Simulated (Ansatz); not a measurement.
C2H2N, SMILES [CH2]C#N, multiplicity 2.

Coordinates come from a PBE0-D3(BJ)/def2-TZVP optimisation. The isomer is the one that the SMILES or the coordinates give; other isomers of the formula were not compared.

Two levels are set side by side: PBE/def2-TZVPD (Ansatz, a first-principles code) and PBE0/def2-TZVPD (Ansatz). Energy differences of separate SCF runs at the same geometry; the states with an electron removed or added have multiplicity 1 and 1. Differences are taken from unrounded values.

| quantity | PBE0 | PBE | PBE minus PBE0 |
|---|---|---|---|
| vertical ionisation energy (eV) | 10.39 | 10.22 | -0.17 |
| vertical electron affinity (eV) | 1.37 | 1.43 | 0.06 |
